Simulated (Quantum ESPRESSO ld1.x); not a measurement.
As3+, 30 electrons, occupied as [Ar] 3d10 4s1 4p1 (not the ground configuration). Method: scalar-relativistic Kohn-Sham, LDA (Slater exchange, Perdew-Wang correlation), spin-polarised, spherical densities, point nucleus; open shells are filled with parallel spins first; computed with ld1.x of Quantum ESPRESSO 7.5.

Unscreened Slater integrals over Kohn-Sham orbitals (eV). They are taken over the spin-up orbitals.

\begin{tabular}{lr}
integral & value \\ \hline
F0(4p,4p) & 12.397 \\
F2(4p,4p) & 6.6184 \\
F0(4p,4s) & 13.183 \\
G1(4p,4s) & 8.8872 \\
F0(4p,3d) & 15.909 \\
F2(4p,3d) & 3.5809 \\
G1(4p,3d) & 1.3373 \\
G3(4p,3d) & 1.2022 \\
F0(4p,3p) & 16.037 \\
F2(4p,3p) & 3.2767 \\
G0(4p,3p) & 0.85158 \\
G2(4p,3p) & 0.98327 \\
F0(4s,4s) & 14.184 \\
F0(4s,3d) & 17.894 \\
G2(4s,3d) & 1.7929 \\
F0(4s,3p) & 18.068 \\
G1(4s,3p) & 1.2754 \\
F0(3d,3d) & 37.234 \\
F2(3d,3d) & 17.518 \\
F4(3d,3d) & 10.956 \\
F0(3d,3p) & 38.317 \\
F2(3d,3p) & 18.239 \\
G1(3d,3p) & 22.265 \\
G3(3d,3p) & 13.670 \\
F0(3p,3p) & 39.800 \\
F2(3p,3p) & 19.887 \\
\end{tabular}

Derived for the open shells (J is the average intra-shell exchange parameter used in DFT+U). 4p: J = F2/5 = 1.324 eV.
